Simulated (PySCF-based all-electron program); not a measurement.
Si4H10, singlet: how the functional moves the forces

Calculated with an in-house all-electron program built on PySCF, in large uncontracted Gaussian sets near the basis limit; the spin-free Dirac equation, no spin–orbit coupling, spin-restricted. Forces are good to about 0.010 eV/Å. Atoms are numbered as listed.

```xyz
14

Si    0.0000    0.0000    0.0000
Si    2.2295    0.0000   -0.7460
H     2.2609    0.0000   -2.2427
H     2.9536   -1.2156   -0.2571
H     2.9536    1.2156   -0.2571
Si   -1.1148   -1.9308   -0.7460
H    -1.1304   -1.9580   -2.2427
H    -2.5296   -1.9501   -0.2571
H    -0.4241   -3.1657   -0.2571
Si   -1.1148    1.9308   -0.7460
H    -1.1304    1.9580   -2.2427
H    -0.4241    3.1657   -0.2571
H    -2.5296    1.9501   -0.2571
H     0.0000    0.0000    1.5030
```

What forces does PBE give?



```tsv
atom	Fx	Fy	Fz (eV/Å)
Si1	0.000	0.000	0.012
Si2	0.006	0.000	-0.011
H3	0.000	0.000	0.033
H4	-0.015	0.024	-0.008
H5	-0.015	-0.024	-0.008
Si6	-0.003	-0.005	-0.011
H7	0.000	0.000	0.032
H8	0.028	0.001	-0.008
H9	-0.013	0.025	-0.008
Si10	-0.003	0.005	-0.011
H11	0.000	0.000	0.032
H12	-0.013	-0.025	-0.008
H13	0.028	-0.001	-0.008
H14	0.000	0.000	-0.028
```
